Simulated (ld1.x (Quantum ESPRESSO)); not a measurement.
lead: variants of one ultrasoft potential

Base potential:

```json
{"Element": "Pb (Z = 82)", "Generator": "ld1.x (Quantum ESPRESSO) 7.5", "Type": "ultrasoft", "Functional": "PBE", "Relativity": "scalar-relativistic", "Frozen core": "[Xe] 4f14 5d10", "Valence charge": "4", "Reference configuration": "6s2 6p2", "Partial waves": "6s (bound): rcut 1.90, rcutus 2.10 bohr; 6s channel at 1.4 Ry: rcut 1.90, rcutus 2.10 bohr; 6p (bound): rcut 2.00, rcutus 2.50 bohr; 6p channel at 0.25 Ry: rcut 2.00, rcutus 2.50 bohr", "Local potential": "all-electron potential smoothed inside 2.20 bohr (lloc = -1)", "Core correction": "Bessel-smoothed model core inside 1.85 bohr", "Augmentation charge": "PSQ, inside the norm-conserving radii"}
```

All-electron outer shells of the reference configuration (PBE, scalar-relativistic, ld1.x):

```
shell  level (eV)  outermost node (bohr)  outermost maximum (bohr)
   5p      -85.83                   0.49                      0.88
   5d      -21.18                   0.52                      1.07
   6s      -12.04                   1.01                      1.95
   6p       -3.50                   1.18                      2.67
```

Cutoffs, loose and tight: the cutoffs (Ry, on a coarse ladder) from which the occupation-weighted sum of valence levels, in a spherical-Bessel basis at the reference potential, stays within 10 and 1 mRy of its value at 400 Ry. They do not see the model core or the augmentation charge, which bear on the density cutoff. Test errors are all-electron minus pseudo excitation energies from the reference, over the configurations 6s2 6p1; 6s2 6p0; 6s1 6p0; 6s1 6p3; 6s2 6p1.5; 6s2 6p2.3; 6s0 6p4. A dash means not determined; rows that change the core or the reference have their own tests. The largest error is taken over the tests solved by every variant that gives reliable tests at all: 6s1 6p0; 6s1 6p3; 6s2 6p0; 6s2 6p1; 6s2 6p1.5; 6s2 6p2.3.

A true bound ghost makes a file unfit for plane-wave use even where its test errors are small: the radial tests pick states by their node count and pass the ghost by.

```csv
change,outcome,"cutoff, loose","cutoff, tight",bound ghosts,largest test error (meV)
base,generated,8 Ry,10 Ry,none,-729
fully relativistic,generated,8 Ry,12 Ry,none,-730
reference 6s2 6p1,generated,8 Ry,12 Ry,d,-515 over the solved tests; test run stopped at test 4 of 7 (negative rho)
"waves 6s (bound): rcut 1.90, rcutus 2.44 bohr; 6s channel at 1.4 Ry: rcut 1.90, rcutus 2.44 bohr",generated,6 Ry,6 Ry,none,-701
local potential all-electron potential smoothed inside 1.60 bohr (lloc = -1),generated,6 Ry,18 Ry,"s, d",-729
core correction Bessel-smoothed model core inside 1.40 bohr,generated,8 Ry,10 Ry,none,-735
functional revPBE,generated,8 Ry,10 Ry,none,-753
```

**Question.** What comes out with this change to the base: local potential all-electron potential smoothed inside 1.14 bohr (lloc = -1)?

**Answer.** outcome: generated; cutoff, loose: 6 Ry; cutoff, tight: 15 Ry; bound ghosts: s, p, d; largest test error (meV): -729.
